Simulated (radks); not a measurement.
Valence configurations of Tb3+ (all share [Xe]). All-electron calculation, Dirac Kohn-Sham, PBE, spin-unpolarised, spherical densities, point nucleus; open shells fill j = l - 1/2 first. Program: a radial shooting solver on a logarithmic mesh with Libxc functionals. Energies are relative to 4f8; eigenvalues in eV.

valence,E (eV),e(4f5/2),e(4f7/2),e(5d3/2),e(6p1/2),e(6s1/2)
4f8,0.000,-34.492,-33.643,-,-,-
4f7 6s1,14.649,-44.903,-43.993,-,-,-25.204
4f7.5 6p0.5,8.802,-40.028,-39.149,-,-19.378,-
4f5.5 5d2 6p0.5,44.120,-55.757,-,-31.200,-20.549,-
4f6 6p2,49.200,-58.267,-,-,-22.760,-
4f7 5d1,11.146,-41.597,-40.690,-26.886,-,-
4f6.5 6p1.5,33.248,-51.947,-51.005,-,-21.687,-
4f6 5d0.5 6p1.5,43.341,-56.024,-,-33.327,-21.958,-
4f7 6p1,19.832,-45.859,-44.948,-,-20.553,-
4f5.5 5d0.5 6p2,61.730,-62.552,-,-35.847,-23.019,-

NIST lists [Xe] 4f8 as the ground configuration; this level of theory agrees among the configurations tried. The energies are those of spherical spin-averaged densities, not of single terms.
